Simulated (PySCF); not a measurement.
## Two-component Hartree-Fock for Bi⁴⁺ (bismuth, charge +4)

Start: [Xe] 4f14 5d10 6s1; 6s1/2 filled at m_j = +1/2. Calculated with PySCF 2.14 in x2c-SVPall-2c (7s11p7d2f, 89 functions): generalised Hartree-Fock with the X2C-1e Hamiltonian and a Gaussian nucleus; one run each with spin-orbit coupling (SO) switched off, then screened by Boettger's factors.

```csv
spinor shell,electrons,"ε, spin-free (eV)","ε, screened SO (eV)",weight of nominal j (screened SO),"rms radius, screened SO (bohr)"
1s1/2,2,-91086.6,-91044.5,1.000,0.0178
2s1/2,2,-16560.4,-16546.9,1.000,0.0718
2p1/2,2,-14195.0,-15876.7,1.000,0.0606
2p3/2,4,-14195.0,-13551.3,1.000,0.0691
3s1/2,2,-4102.9,-4098.3,1.000,0.183
3p1/2,2,-3417.1,-3796.2,1.000,0.175
3p3/2,4,-3417.1,-3268.3,1.000,0.192
3d3/2,4,-2713.5,-2777.5,1.000,0.168
3d5/2,6,-2713.5,-2666.7,1.000,0.172
4s1/2,2,-1013.7,-1012.2,1.000,0.401
4p1/2,2,-785.22,-879.48,1.000,0.404
4p3/2,4,-785.22,-747.82,1.000,0.438
4d3/2,4,-517.27,-531.13,1.000,0.450
4d5/2,6,-517.27,-506.62,1.000,0.455
4f5/2,6,-220.98,-223.28,1.000,0.479
5s1/2,2,-222.85,-222.59,1.000,0.891
4f7/2,8,-220.98,-217.93,1.000,0.481
5p1/2,2,-156.18,-174.38,1.000,0.950
5p3/2,4,-156.18,-149.07,1.000,1.04
5d3/2,4,-76.421,-78.141,0.994,1.28
5d5/2,6,-76.421,-75.083,0.996,1.29
6s1/2,1,-54.555,-54.568,1.000,2.11
```

| quantity | spin-free | screened SO |
| --- | --- | --- |
| E (hartree) | -21509.36658 | -21550.30962 |
| M_J | 1/2 | 1/2 |
| ⟨J²⟩ | 0.750 | 0.750 |
| ⟨L²⟩ | 0.000 | 0.197 |
| ⟨S²⟩ | 0.750 | 0.948 |

Each row is a mean over spinors that exchange with the open shell spreads, by up to 0.635 eV (5s1/2).

Breit and QED terms are absent; they matter most for the inner s and p1/2 levels.

Densities and radii are taken from the X2C orbitals without a picture-change correction, which distorts them close to the nucleus.

Without spin-orbit coupling the j labels of p, d and f shells carry no meaning; the spin-free column gives the mean over the occupied spinors of each nl shell.
